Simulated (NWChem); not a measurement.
Program: NWChem. System: C3H7NSi, charge 0, spin multiplicity 1, at a geometry optimised with B3LYP/def2-SVP. The structure started from a generated list of species. Level: MP2/def2-SVP, 9 core orbitals frozen.

Job file:

```
start mol
memory heap 200 mb stack 800 mb global 1000 mb
geometry units angstroms nocenter noautoz
  C      0.278721     2.156747     0.000000
  C      0.189873     0.826865     0.000000
  C      1.309100    -0.227747     0.000000
  N      0.438159    -1.412527     0.000000
  Si    -1.082438    -0.571597     0.000000
  H     -0.611496     2.793957     0.000000
  H      1.246442     2.674693     0.000000
  H      1.961451    -0.149844     0.893996
  H      1.961451    -0.149844    -0.893996
  H      0.803074    -2.354749     0.000000
  H     -1.970032    -0.729674    -1.196614
  H     -1.970032    -0.729674     1.196614
  symmetry group Cs
end
basis spherical
  * library def2-svp
end
scf
  rhf
  nopen 0
  maxiter 100
  thresh 1e-7
  semidirect memsize 60000000 filesize 0
end
mp2
  freeze core 9
end
task mp2 energy
```

Output (cleaned and shortened):

```
             Northwest Computational Chemistry Package (NWChem) 7.3.0
             --------------------------------------------------------

                                NWChem Input Module
                                -------------------

 Scaling coordinates for geometry "geometry" by  1.889725989
 (inverse scale =  0.529177249)

 Turning off AUTOSYM since
 SYMMETRY directive was detected!

                             Geometry "geometry" -> ""
                             -------------------------

 Output coordinates in angstroms (scale by  1.889725989 to convert to a.u.)

  No.       Tag          Charge          X              Y              Z
 ---- ---------------- ---------- -------------- -------------- --------------
    1 C                    6.0000     0.27872100     2.15674700     0.00000000
    2 C                    6.0000     0.18987300     0.82686500     0.00000000
    3 C                    6.0000     1.30910000    -0.22774700     0.00000000
    4 N                    7.0000     0.43815900    -1.41252700     0.00000000
    5 Si                  14.0000    -1.08243800    -0.57159700     0.00000000
    6 H                    1.0000    -0.61149600     2.79395700     0.00000000
    7 H                    1.0000     1.24644200     2.67469300     0.00000000
    8 H                    1.0000     1.96145100    -0.14984400     0.89399600
    9 H                    1.0000     1.96145100    -0.14984400    -0.89399600
   10 H                    1.0000     0.80307400    -2.35474900     0.00000000
   11 H                    1.0000    -1.97003200    -0.72967400    -1.19661400
   12 H                    1.0000    -1.97003200    -0.72967400     1.19661400

 Effective nuclear repulsion energy (a.u.)     217.9934315774

            Nuclear Dipole moment (a.u.)
            ----------------------------
        X                 Y               Z
 ---------------- ---------------- ----------------
     0.0000056692     0.0000151178     0.0000000000

      Symmetry information
      --------------------

 Group name             Cs
 Group number              2
 Group order               2
[...]
     1   1 0 0      0.245610      0.000000      0.000006
     1   0 1 0     -0.107542      0.000000      0.000015
     1   0 0 1     -0.000000      0.000000      0.000000

     2   2 0 0    -28.021201      0.000000    166.916104
     2   1 1 0     -0.731903      0.000000     32.536154
     2   1 0 1     -0.000000      0.000000      0.000000
     2   0 2 0    -25.813554      0.000000    258.824741
     2   0 1 1     -0.000000      0.000000      0.000000
     2   0 0 2    -31.465367      0.000000     15.934903

                   NWChem MP2 Semi-direct Energy/Gradient Module
                   ---------------------------------------------

  Basis functions       =    109
  Molecular orbitals    =    109
  Frozen core           =      9
  Frozen virtuals       =      0
  Active alpha occupied =     14
  Active beta occupied  =     14
  Active alpha virtual  =     86
  Active beta virtual   =     86
  Use MO symmetry       = T
  Use skeleton AO sym   = T

  AO/Fock/Back tols     =   1.0D-09  1.0D-09  1.0D-09

 GA uses MA = F    GA memory limited = T

 Available:
  local mem=  1.15D+08
 global mem=  1.31D+08
 local disk=  0.00D+00
  mp2_memr nvloc                    86
  nvloc new                    86
   1 passes of  14:        3145728                      54939                  23644555.
   1 passes of  14: M    114683670           G      131048238           F     111537942.

 Semi-direct pass number   1 of   1  for RHF alpha+beta  at        3.6s
  vrange nnbf                  5771
  mp2_eaftype                    90  avail_ma_in_mb                   999
 EAF : mp2_eaftype filesize          90   11822278.
  mp2_eaf for mointskh                     90
Node 0 wrote     55.6 Mb in      0.0 s     Agg I/O rate:  1473.8 Mb/s
 Done moints_semi at        8.5s
  mp2_eaftype                    90  avail_ma_in_mb                   909
 EAF : mp2_eaftype filesize          90   11822278.
  mp2_eaf for kh                    90
 Done maket at        8.8s
 Done multipass loop at        8.8s

          -------------------------------------------
          SCF energy                -460.805442678659
          Correlation energy          -0.661483323370
          Singlet pairs               -0.429659044609
          Triplet pairs               -0.231824278761
          Total MP2 energy          -461.466926002029
          -------------------------------------------

          ---------------------------------------------------
                    Spin Component Scaled (SCS) MP2
          Same spin pairs                     -0.154549519174
          Same spin scaling factor             0.333333333333
          Opposite spin pairs                 -0.506933804196
          Opposite spin scaling fact.          1.200000000000
          SCS-MP2 correlation energy          -0.659837071426
          Total SCS-MP2 energy              -461.465279750085
          ---------------------------------------------------

 -----------------------
 Performance information
 -----------------------

 Timer overhead =  1.95D-07 seconds/call

               Nr. of calls         CPU time (s)                 Wall time (s)                GFlops
             ---------------    -------------------     ------------------------------   -------------------
Name         Min   Avg   Max    Min     Avg     Max     Min     Avg     Max   Mx/calls   Min     Max     Sum
mp2: moin     1     1     1    4.9     4.9     4.9      4.9     4.9     4.9     4.9      0.0     0.0     0.0
mp2: make     1     1     1   0.37    0.37    0.37     0.37    0.37    0.37    0.37      0.0     0.0     0.0
mp2: tota     1     1     1    5.3     5.3     5.3      5.3     5.3     5.3     5.3      0.0     0.0     0.0

 The average no. of pstat calls per process was 3.00D+00
 with a timing overhead of 5.84D-07s

 Task  times  cpu:        8.8s     wall:        8.8s

 Total times  cpu:        8.8s     wall:        8.8s
```
